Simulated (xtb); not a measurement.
O₃ (SMILES O=[O+][O-]), singlet, at a GFN2-xTB geometry; GFN2-xTB (xtb).

Here is a job for xtb.
```
$ xtb mol.xyz --gfn 2 --acc 0.1 --json

# file mol.xyz
3

O     -0.06945708     1.07326302    -0.18881454
O      0.00362457    -0.00592030     0.40975419
O      0.06583251    -1.06734272    -0.22093965
```

Output, abridged:

```
   ID    Z sym.   atoms
    1    8 O      1-3

           -------------------------------------------------
          |                Calculation Setup                |
           -------------------------------------------------

           -------------------------------------------------
          |                 G F N 2 - x T B                 |
           -------------------------------------------------

          ...................................................
          :                      SETUP                      :
          :.................................................:
          :  # basis functions                  12          :
          :  # atomic orbitals                  12          :
          :  # shells                            6          :
          :  # electrons                        18          :
          :  max. iterations                   250          :
          :  Hamiltonian                  GFN2-xTB          :
          :  restarted?                      false          :
          :  GBSA solvation                  false          :
          :  PC potential                    false          :
          :  electronic temp.          300.0000000     K    :
          :  accuracy                    0.1000000          :
          :  -> integral cutoff          0.3500000E+02      :
          :  -> integral neglect         0.1000000E-08      :
          :  -> SCF convergence          0.1000000E-06 Eh   :
          :  -> wf. convergence          0.1000000E-04 e    :
          :  Broyden damping             0.4000000          :
          :  net charge                          0          :
          :  unpaired electrons                  0          :
          ...................................................

 iter      E             dE          RMSdq      gap      omega  full diag
   1    -11.8980596 -0.118981E+02  0.730E+00    2.42       0.0  T
   2    -11.9399457 -0.418861E-01  0.380E+00    2.14       1.0  T
   3    -11.9403972 -0.451537E-03  0.211E+00    2.14       1.0  T
   4    -11.9405024 -0.105180E-03  0.147E-01    2.17       1.0  T
   5    -11.9405065 -0.411108E-05  0.304E-02    2.16       1.9  T
   6    -11.9405070 -0.498043E-06  0.129E-02    2.16       4.5  T
   7    -11.9405070 -0.362360E-07  0.538E-04    2.16     107.2  T
   8    -11.9405070 -0.333404E-10  0.244E-04    2.16     236.7  T
   9    -11.9405070 -0.308198E-11  0.214E-05    2.16    2699.8  T
  10    -11.9405070 -0.978773E-12  0.303E-06    2.16   19068.2  T

   *** convergence criteria satisfied after 10 iterations ***

         :::::::::::::::::::::::::::::::::::::::::::::::::::::
         ::                     SUMMARY                     ::
         :::::::::::::::::::::::::::::::::::::::::::::::::::::
         :: total energy             -11.927956481322 Eh    ::
         :: gradient norm              0.000006616947 Eh/a0 ::
         :: HOMO-LUMO gap              2.164674445367 eV    ::
         ::.................................................::
         :: SCC energy               -11.940507030186 Eh    ::
         :: -> isotropic ES            0.012003901486 Eh    ::
         :: -> anisotropic ES          0.016650153153 Eh    ::
         :: -> anisotropic XC         -0.018339097709 Eh    ::
         :: -> dispersion             -0.000576866037 Eh    ::
         :: repulsion energy           0.012550548864 Eh    ::
         :: add. restraining           0.000000000000 Eh    ::
         :: total charge               0.000000000000 e     ::
         :::::::::::::::::::::::::::::::::::::::::::::::::::::

           -------------------------------------------------
          |                Property Printout                |
           -------------------------------------------------

    * Orbital Energies and Occupations

         #    Occupation            Energy/Eh            Energy/eV
      -------------------------------------------------------------
         1        2.0000           -0.8843479             -24.0643
         2        2.0000           -0.8455919             -23.0097
         3        2.0000           -0.7714072             -20.9911
         4        2.0000           -0.7372431             -20.0614
         5        2.0000           -0.6892813             -18.7563
         6        2.0000           -0.6749613             -18.3666
         7        2.0000           -0.5486715             -14.9301
         8        2.0000           -0.5311273             -14.4527
         9        2.0000           -0.5044126             -13.7258 (HOMO)
        10                         -0.4248623             -11.5611 (LUMO)
        11                         -0.0387685              -1.0549
        12                          0.1510279               4.1097
      -------------------------------------------------------------
                  HL-Gap            0.0795503 Eh            2.1647 eV
             Fermi-level           -0.4646374 Eh          -12.6434 eV

     #   Z          covCN         q      C6AA      α(0)
     1   8 O        0.980    -0.173    17.587     5.625
     2   8 O        1.957     0.346    10.693     4.416
     3   8 O        0.980    -0.173    17.587     5.625

 Mol. C6AA /au·bohr⁶  :        135.890200
 Mol. C8AA /au·bohr⁸  :       2742.338258
 Mol. α(0) /au        :         15.666683

Wiberg/Mayer (AO) data.
largest (>0.10) Wiberg bond orders for each atom

 ---------------------------------------------------------------------------
     #   Z sym  total        # sym  WBO       # sym  WBO       # sym  WBO
 ---------------------------------------------------------------------------
     1   8 O    1.971 --     2 O    1.417     3 O    0.554
     2   8 O    2.833 --     3 O    1.417     1 O    1.417
     3   8 O    1.971 --     2 O    1.417     1 O    0.554
 ---------------------------------------------------------------------------

Topologies differ in total number of bonds
Writing topology from bond orders to xtbtopo.mol

molecular dipole:
                 x           y           z       tot (Debye)
 q only:        0.004      -0.006       0.402
   full:        0.004      -0.006       0.442       1.124
molecular quadrupole (traceless):
                xx          xy          yy          xz          yz          zz
 q only:        0.625       0.134      -1.491       0.004      -0.035       0.866
  q+dip:        2.269       0.383      -3.761      -0.001      -0.079       1.492
   full:        2.725       0.395      -3.496      -0.012      -0.065       0.771

           -------------------------------------------------
          | TOTAL ENERGY              -11.927956481322 Eh   |
          | GRADIENT NORM               0.000006616947 Eh/α |
          | HOMO-LUMO GAP               2.164674445367 eV   |
           -------------------------------------------------

normal termination of xtb
```
